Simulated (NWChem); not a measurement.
System: AgH₂OF; SMILES [OH2]->[Ag][F]

Input file for NWChem:

```
start job
memory heap 200 mb stack 900 mb global 1100 mb
geometry units angstroms noautoz
  Ag    -0.060795    -0.001461     0.000000
  F      0.058105    -1.949119     0.000000
  O     -0.168344     2.181726     0.000000
  H      0.224134     2.611538     0.769278
  H      0.224134     2.611538    -0.769278
end
basis spherical
  * library def2-svp
end
ecp
  Ag library def2-ecp
end
dft
  xc scan
  grid fine
  iterations 150
  mulliken
end
task dft gradient
```

Parts of the log:

```
             Northwest Computational Chemistry Package (NWChem) 7.3.0
             --------------------------------------------------------

 CS  symmetry detected

                             Geometry "geometry" -> ""
                             -------------------------

 Output coordinates in angstroms (scale by  1.889725989 to convert to a.u.)

  No.       Tag          Charge          X              Y              Z
 ---- ---------------- ---------- -------------- -------------- --------------
    1 Ag                  47.0000    -0.01503046     0.07766654     0.00000000
    2 F                    9.0000     0.02336957     2.02857256     0.00000000
    3 O                    8.0000    -0.03236662    -2.10809917     0.00000000
    4 H                    1.0000     0.37751933    -2.52134346     0.76927800
    5 H                    1.0000     0.37751933    -2.52134346    -0.76927800

 Effective nuclear repulsion energy (a.u.)     244.2938667759

      Symmetry information
      --------------------

 Group name             Cs
 Group number              2
 Group order               2
 No. of unique centers     4

                                 NWChem DFT Module
                                 -----------------

 Summary of "ao basis" -> "ao basis" (spherical)
 ------------------------------------------------------------------------------
       Tag                 Description            Shells   Functions and Types
 ---------------- ------------------------------  ------  ---------------------
 Ag                         def2-svp                11       31   5s3p2d1f
 F                          def2-svp                 6       14   3s2p1d
 O                          def2-svp                 6       14   3s2p1d
 H                          def2-svp                 3        5   2s1p

      Symmetry analysis of basis
      --------------------------

        a'         46
        a"         23

            General Information
            -------------------
          SCF calculation type: DFT
          Wavefunction type:  closed shell.
          No. of atoms     :     5
          No. of electrons :    38
           Alpha electrons :    19
            Beta electrons :    19
          Charge           :     0
          Spin multiplicity:     1
          Use of symmetry is: on ; symmetry adaption is: on
          Maximum number of iterations: 150
          AO basis - number of functions:    69
                     number of shells:    29
          Convergence on energy requested:  1.00D-06
          Convergence on density requested:  1.00D-05
          Convergence on gradient requested:  5.00D-04

              XC Information
              --------------
                         SCAN Method XC Functional
                  SCAN metaGGA Exchange Functional  1.000
                        SCAN Correlation Potential  1.000

             Grid Information
             ----------------
          Grid used for XC integration:  fine
          Radial quadrature: Mura-Knowles
          Angular quadrature: Lebedev.
          Tag              B.-S. Rad. Rad. Pts. Rad. Cut. Ang. Pts.
          ---              ---------- --------- --------- ---------
          Ag                  1.60      141          10.0       974
          F                   0.50       70          12.0       590
          O                   0.60       70           9.0       590
          H                   0.35       60          11.0       590
          Grid pruning is: on
          Number of quadrature shells:   341
          Spatial weights used:  Erf1

      Superposition of Atomic Density Guess
      -------------------------------------

 Sum of atomic energies:        -342.63876324

      Non-variational initial energy
      ------------------------------

 Total energy =    -320.895247
 1-e energy   =    -722.329352
 2-e energy   =     290.530513
 HOMO         =      -0.483954
 LUMO         =      -0.143952

      Symmetry analysis of molecular orbitals - initial
      -------------------------------------------------

  Numbering of irreducible representations:

     1 a'          2 a"

  Orbital symmetries:

     1 a'          2 a'          3 a'          4 a'          5 a"
     6 a'          7 a'          8 a'          9 a"         10 a'
    11 a'         12 a"         13 a'         14 a'         15 a"
    16 a'         17 a"         18 a'         19 a'         20 a'
    21 a"         22 a'         23 a'         24 a'         25 a"
    26 a'         27 a"         28 a'         29 a'

     ---------------------------------------------
      Total Density - Mulliken Population Analysis
     ---------------------------------------------

    Atom       Charge   Shell Charges
 -----------   ------   -------------------------------------------------------
    1 Ag  19    18.47  -0.48  1.65  0.83  0.35  0.05  5.98  0.09  0.04  9.36  0.59  0.00
    2 F    9     9.78   1.99  1.15  0.82  3.57  2.24  0.00
    3 O    8     8.45   1.99  1.07  0.59  2.96  1.85  0.00
    4 H    1     0.65   0.52  0.07  0.06
    5 H    1     0.65   0.52  0.07  0.06

   convergence    iter        energy       DeltaE   RMS-Dens  Diis-err
 ---------------- ----- ----------------- --------- --------- ---------
 d= 0,ls=0.0,diis     1   -322.9175291665 -4.34D+02  6.16D-02  1.03D+00
 d= 0,ls=0.5,diis     2   -319.1119124614  3.81D+00  1.37D-02  2.77D+01
 d= 0,ls=0.5,diis     3   -320.8006133487 -1.69D+00  1.25D-02  1.47D+01
 d= 0,ls=0.5,diis     4   -321.7528149762 -9.52D-01  1.15D-02  8.13D+00
 d= 0,ls=0.5,diis     5   -322.3760862960 -6.23D-01  1.06D-02  3.95D+00
 d= 0,ls=0.5,diis     6   -322.7421319228 -3.66D-01  8.07D-03  1.64D+00
 d= 0,ls=0.5,diis     7   -322.9283686494 -1.86D-01  5.92D-03  5.16D-01
 d= 0,ls=0.5,diis     8   -323.0068176434 -7.84D-02  4.23D-03  1.50D-01
  Resetting Diis
 d= 0,ls=0.5,diis     9   -323.0384634604 -3.16D-02  3.00D-03  4.89D-02
 d= 0,ls=0.5,diis    10   -323.0525011275 -1.40D-02  2.85D-03  2.25D-02
 d= 0,ls=0.5,diis    11   -323.0604522281 -7.95D-03  1.81D-03  2.01D-02
 d= 0,ls=0.5,diis    12   -323.0648538184 -4.40D-03  1.38D-03  6.63D-03
 d= 0,ls=0.5,diis    13   -323.0670521984 -2.20D-03  9.97D-04  2.03D-03
 d= 0,ls=0.5,diis    14   -323.0680520488 -1.00D-03  6.92D-04  2.39D-03
 d= 0,ls=0.5,diis    15   -323.0687149252 -6.63D-04  5.25D-04  1.63D-03
 d= 0,ls=0.5,diis    16   -323.0691431163 -4.28D-04  4.04D-04  9.30D-04
 d= 0,ls=0.5,diis    17   -323.0694006897 -2.58D-04  3.13D-04  5.55D-04
 d= 0,ls=0.5,diis    18   -323.0695602638 -1.60D-04  2.42D-04  3.08D-04
 d= 0,ls=0.5,diis    19   -323.0696564224 -9.62D-05  1.87D-04  1.64D-04
 d= 0,ls=0.5,diis    20   -323.0697130562 -5.66D-05  1.44D-04  9.10D-05
 d= 0,ls=0.5,diis    21   -323.0697464388 -3.34D-05  1.11D-04  5.28D-05
 d= 0,ls=0.5,diis    22   -323.0697662501 -1.98D-05  8.62D-05  3.17D-05
 d= 0,ls=0.5,diis    23   -323.0697782244 -1.20D-05  6.67D-05  1.86D-05
 d= 0,ls=0.5,diis    24   -323.0697853964 -7.17D-06  5.17D-05  1.09D-05
 d= 0,ls=0.5,diis    25   -323.0697897028 -4.31D-06  4.00D-05  6.38D-06
 d= 0,ls=0.5,diis    26   -323.0697922839 -2.58D-06  3.10D-05  3.77D-06
 d= 0,ls=0.5,diis    27   -323.0697938263 -1.54D-06  2.40D-05  2.29D-06
 d= 0,ls=0.5,diis    28   -323.0697947604 -9.34D-07  1.87D-05  1.36D-06
 d= 0,ls=0.5,diis    29   -323.0697953224 -5.62D-07  1.45D-05  8.02D-07
 d= 0,ls=0.5,diis    30   -323.0697956602 -3.38D-07  1.12D-05  4.77D-07
 d= 0,ls=0.5,diis    31   -323.0697958634 -2.03D-07  8.72D-06  2.86D-07

         Total DFT energy =     -323.069795985870
      One electron energy =     -727.433617735798
           Coulomb energy =      327.385650052576
    Exchange-Corr. energy =      -33.925420790473
 Nuclear repulsion energy =      110.903592487825

 Numeric. integr. density =       38.000000476232

                  Occupations of the irreducible representations
                  ----------------------------------------------

                     irrep           alpha         beta
                     --------     --------     --------
                     a'               14.0         14.0
                     a"                5.0          5.0

                       DFT Final Molecular Orbital Analysis
                       ------------------------------------

 Vector   17  Occ=2.000000D+00  E=-2.154337D-01  Symmetry=a'
              MO Center=  2.6D-02,  7.1D-01, -8.1D-15, r^2= 2.0D+00
   Bfn.  Coefficient  Atom+Function         Bfn.  Coefficient  Atom+Function
  ----- ------------  ---------------      ----- ------------  ---------------
    19      0.524066  1 Ag d  2               4      0.497585  1 Ag s
    36      0.374793  2 F  py                17      0.292784  1 Ag d  0
    39     -0.270323  2 F  py                 2     -0.262281  1 Ag s
     1      0.123310  1 Ag s                  3     -0.113072  1 Ag s
    24      0.103652  1 Ag d  2              15     -0.072714  1 Ag d -2

 Vector   18  Occ=2.000000D+00  E=-2.116803D-01  Symmetry=a"
              MO Center=  1.3D-02,  1.5D+00,  1.2D-14, r^2= 1.4D+00
   Bfn.  Coefficient  Atom+Function         Bfn.  Coefficient  Atom+Function
  ----- ------------  ---------------      ----- ------------  ---------------
    37      0.581883  2 F  pz                16      0.471891  1 Ag d -1
    40     -0.422765  2 F  pz                14     -0.096641  1 Ag pz
    11     -0.073261  1 Ag pz                 8      0.060315  1 Ag pz
    21      0.053102  1 Ag d -1              60      0.031274  4 H  s
    65     -0.031274  5 H  s                 61      0.025814  4 H  s

 Vector   19  Occ=2.000000D+00  E=-2.098266D-01  Symmetry=a'
              MO Center= -6.2D-03,  1.4D+00, -4.3D-15, r^2= 1.5D+00
   Bfn.  Coefficient  Atom+Function         Bfn.  Coefficient  Atom+Function
  ----- ------------  ---------------      ----- ------------  ---------------
    35      0.570923  2 F  px                15      0.488308  1 Ag d -2
    38     -0.414866  2 F  px                19      0.086339  1 Ag d  2
    12     -0.083453  1 Ag px                 9     -0.067410  1 Ag px
    49      0.066252  3 O  px                 4      0.065694  1 Ag s
     6      0.055139  1 Ag px                20      0.052272  1 Ag d -2

 Vector   20  Occ=0.000000D+00  E=-6.634475D-02  Symmetry=a'
              MO Center=  2.1D-01, -8.4D-01, -7.1D-13, r^2= 4.9D+00
   Bfn.  Coefficient  Atom+Function         Bfn.  Coefficient  Atom+Function
  ----- ------------  ---------------      ----- ------------  ---------------
     5      0.589669  1 Ag s                 48     -0.454832  3 O  s
    19     -0.291213  1 Ag d  2               4      0.267345  1 Ag s
     2     -0.248448  1 Ag s                 47     -0.234858  3 O  s
    36     -0.218957  2 F  py                13     -0.214705  1 Ag py
    61      0.200678  4 H  s                 66      0.200678  5 H  s

 Vector   21  Occ=0.000000D+00  E= 1.136712D-02  Symmetry=a"
              MO Center=  1.5D-02, -7.1D-02, -1.1D-11, r^2= 7.4D+00
   Bfn.  Coefficient  Atom+Function         Bfn.  Coefficient  Atom+Function
  ----- ------------  ---------------      ----- ------------  ---------------
    14      0.861726  1 Ag pz                11      0.221939  1 Ag pz
     8     -0.196819  1 Ag pz                37      0.138477  2 F  pz
    51     -0.126183  3 O  pz                61      0.126442  4 H  s
    66     -0.126442  5 H  s                 40     -0.120496  2 F  pz
    54     -0.110850  3 O  pz                16      0.075808  1 Ag d -1

 Vector   22  Occ=0.000000D+00  E= 1.522589D-02  Symmetry=a'
              MO Center= -3.5D-01, -2.2D-01,  1.3D-11, r^2= 7.1D+00
   Bfn.  Coefficient  Atom+Function         Bfn.  Coefficient  Atom+Function
  ----- ------------  ---------------      ----- ------------  ---------------
    12      0.768667  1 Ag px                 4     -0.329411  1 Ag s
    61      0.212388  4 H  s                 66      0.212388  5 H  s
    48     -0.205455  3 O  s                  9      0.188413  1 Ag px
     6     -0.170500  1 Ag px                13     -0.158301  1 Ag py
    49     -0.151120  3 O  px                52     -0.130224  3 O  px

     ---------------------------------------------
      Total Density - Mulliken Population Analysis
     ---------------------------------------------

    Atom       Charge   Shell Charges
 -----------   ------   -------------------------------------------------------
    1 Ag  19    18.75  -0.49  1.70  0.80  0.58  0.06  5.99  0.16  0.12  8.84  1.00  0.00
    2 F    9     9.45   1.99  1.13  0.84  3.30  2.19  0.00
    3 O    8     8.24   1.99  1.08  0.60  2.89  1.68  0.01
    4 H    1     0.78   0.66  0.04  0.07
    5 H    1     0.78   0.66  0.04  0.07

     -------------------------------------------
      Total Density - Lowdin Population Analysis
     -------------------------------------------

    Atom       Charge   Shell Charges
 -----------   ------   -------------------------------------------------------
    1 Ag  19    19.01   0.00  0.94  1.00  0.50  0.20  5.61  0.59  0.18  8.52  1.46  0.00
    2 F    9     9.31   1.98  1.03  0.81  3.20  2.29  0.00
    3 O    8     7.94   1.97  0.84  0.54  2.69  1.87  0.02
    4 H    1     0.88   0.55  0.15  0.18
    5 H    1     0.88   0.55  0.15  0.18

     Multipole analysis of the density
     ---------------------------------

     L   x y z        total         alpha         beta         nuclear
     -   - - -        -----         -----         ----         -------
     0   0 0 0      0.000000    -19.000000    -19.000000     38.000000

     1   1 0 0      0.501566     -0.146866     -0.146866      0.795297
     1   0 1 0     -3.171095      0.469211      0.469211     -4.109517
     1   0 0 1      0.000000      0.000000      0.000000      0.000000

     2   2 0 0    -22.544579    -11.812645    -11.812645      1.080711
     2   1 1 0     -3.036466      0.184046      0.184046     -3.404558
     2   1 0 1     -0.000000     -0.000000     -0.000000      0.000000
     2   0 2 0    -20.424181   -162.727912   -162.727912    305.031644
     2   0 1 1     -0.000000     -0.000000     -0.000000      0.000000
     2   0 0 2    -20.766593    -12.496612    -12.496612      4.226631

            General Information
            -------------------
          SCF calculation type: DFT
          Wavefunction type:  closed shell.
          No. of atoms     :     5
          No. of electrons :    38
           Alpha electrons :    19
            Beta electrons :    19
          Charge           :     0
          Spin multiplicity:     1
          Use of symmetry is: on ; symmetry adaption is: on
          Maximum number of iterations: 150
          AO basis - number of functions:    69
                     number of shells:    29
          Convergence on energy requested:  1.00D-06
          Convergence on density requested:  1.00D-05
          Convergence on gradient requested:  5.00D-04

              XC Information
              --------------
                         SCAN Method XC Functional
                  SCAN metaGGA Exchange Functional  1.000
                        SCAN Correlation Potential  1.000

[...]

                         DFT ENERGY GRADIENTS

    atom               coordinates                        gradient
                 x          y          z           x          y          z
   1 Ag     -0.028403   0.146768   0.000000   -0.000613  -0.001239   0.000000
   2 F       0.044162   3.833446   0.000000    0.000233   0.006023   0.000000
   3 O      -0.061164  -3.983730   0.000000    0.003216  -0.006017   0.000000
   4 H       0.713408  -4.764648   1.453725   -0.001418   0.000617  -0.002117
   5 H       0.713408  -4.764648  -1.453725   -0.001418   0.000617   0.002117
```

Level: SCAN/def2-SVP with def2 effective core potentials on Ag. Geometry: optimised at PBE0/def2-SVP. def2 effective core potentials on Ag; no spin-orbit coupling.
